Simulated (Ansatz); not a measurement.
`[CH3][SbH][SiH3]` → `[CH3][SbH2]` + `[SiH2]` at 500 K and 1 bar (silylene loss).

Calculated with Ansatz (gas phase, PBE0-D4/def2-TZVP geometries, no zero-point term in ΔE). CCSD(T)/CBS adds triple-zeta CCSD(T) − MP2 to the extrapolated MP2 energy (def2 sets, frozen cores). This one scheme is used for every species. Elements past krypton have def2 core potentials. For Sb outer-core shells are correlated without core-valence functions, which leaves a few kJ/mol of doubt a bond.

```tsv
species	CCSD(T)/CBS energy (Eh)	H − E (kJ/mol)	S (J/(mol·K))
`[CH3][SbH][SiH3]`	-571.34920	222.7	409.9
`[CH3][SbH2]`	-281.05548	159.6	323.2
`[SiH2]`	-290.19011	48.0	226.5
```

H − E and S are ideal-gas, rigid-rotor, harmonic terms from PBE0-D4/def2-TZVP, for one conformer and one mirror image of each species. 1 Eh = 2625.50 kJ/mol, R = 8.31446 J/(mol·K).

**Question.** By hand: ΔE, ΔH, ΔS and ΔG.

**Answer.** ΔE = (-281.05548) + (-290.19011) − (-571.34920) = 0.10361 Eh = 272.0 kJ/mol. Δ(H − E) = 159.6 + 48.0 − 222.7 = -15.1, so ΔH = 256.9 kJ/mol. ΔS = 323.2 + 226.5 − 409.9 = 139.8 J/(mol·K). ΔG = 256.9 − 500 × (139.8)/1000 = 187.0 kJ/mol.

**Question.** By hand: the equilibrium constant, and the temperature at which ΔG would vanish if ΔH and ΔS stayed fixed.

**Answer.** log₁₀ K = −ΔG/(RT ln 10) = -19.5. ΔG = 0 at ΔH/ΔS = 1838 K.

The number of gas molecules changes by +1, which sets the sign of ΔS. A doubt of 5 kJ/mol in ΔE shifts log₁₀ K by 0.5 here. Other conformers and mirror images would add mixing entropy, several J/(mol·K) or more a flexible species. These are equilibria of isolated gas molecules and say nothing of rates. Largest T1 diagnostic: 0.014 (customary marks: 0.02 for closed shells, 0.045 for open ones).
